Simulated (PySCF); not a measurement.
From one molecule to another.

First species: C7H14NP.
Numbering: `[CH3:1][C:2]#[C:3][P:4]([NH2:5])[C:6]([CH3:7])([CH3:8])[CH3:9]` (hydrogens: H10, H11, H12 on C1; H13, H14 on N5; H15, H16, H17 on C7; H18, H19, H20 on C8; H21, H22, H23 on C9)

Second species: C7H14NP.
SMILES: `CC/C=P/N1CCCC1`

Levels: PBE0/pcSseg-1 for HOMO energy, LUMO energy and HOMO–LUMO gap. Geometries: GFN2-xTB. All species are isolated and taken at one optimised geometry, non-relativistic unless stated; the electronic structure was computed with PySCF and density fitting.

The conformers computed, where there is a choice (atom-mapped SMILES and torsion angles):
- `[CH3:1][C:2]#[C:3][P:4]([NH2:5])[C:6]([CH3:7])([CH3:8])[CH3:9]`: C3–P4–C6–C7 -177°, H–N5–P4–C3 18°, H–N5–P4–C3 -108°

The conformers of `CC/C=P/N1CCCC1` aren't listed.

```tsv
property	column X	column Y
HOMO energy	-5.56 eV	-6.34 eV
LUMO energy	-0.48 eV	0.25 eV
HOMO–LUMO gap	5.08 eV	6.59 eV
```

Question: Which column belongs to which species?

Answer: Column X is the second species and column Y the first. The first has 23 atoms and 78 electrons, the second 23 and 78.

Question: How does each property change from the first species to the second?

Answer: HOMO energy +0.78 eV; LUMO energy -0.73 eV; HOMO–LUMO gap -1.51 eV.

On the first:  GFN2-xTB frequencies show an imaginary mode (32i cm⁻¹), so this geometry is no minimum at that level.

